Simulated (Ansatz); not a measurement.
`CC[N]([GeH3])[SiH2]Cl` and `C=C[N]([GeH3])[SiH2]Cl` differ in one atom or group.

Ansatz, PBE0-D4/def2-TZVP geometries, multiplicity 1. Each molecule was computed in one conformer, which needn't be the lowest.

Scalar relativity is left out up to krypton.

```csv
property,`CC[N]([GeH3])[SiH2]Cl`
LUMO energy (PBE/def2-TZVPP) / eV,-0.63
size of the dipole moment (PBE/def2-TZVPP) / D,2.10
HOMO–LUMO gap (B3LYP/def2-TZVPP) / eV,7.06
size of the dipole moment (ωB97M-V/def2-TZVPP) / D,2.14
size of the dipole moment (B3LYP/def2-TZVPP) / D,2.13
LUMO energy (PBE0/def2-TZVPP) / eV,0.22
```

Question: Give the same properties after the change, and the shifts. (Estimate.)

Answer: Ansatz gave: 
```csv
property,`C=C[N]([GeH3])[SiH2]Cl`,shift
LUMO energy (PBE/def2-TZVPP) / eV,-0.72,-0.09
size of the dipole moment (PBE/def2-TZVPP) / D,1.44,-0.66
HOMO–LUMO gap (B3LYP/def2-TZVPP) / eV,6.33,-0.73
size of the dipole moment (ωB97M-V/def2-TZVPP) / D,1.50,-0.64
size of the dipole moment (B3LYP/def2-TZVPP) / D,1.50,-0.63
LUMO energy (PBE0/def2-TZVPP) / eV,0.17,-0.05
```

With PBE0 the HOMO rises by 0.70 eV and the LUMO falls by 0.05 eV, so the gap narrows by about 0.75 eV. PBE moves the HOMO by 0.49 eV and ωB97M-V by 0.78 eV. Dipoles are sizes alone; their direction can turn.

B3LYP here is the variant with VWN-RPA as its local correlation; programs differ in this.
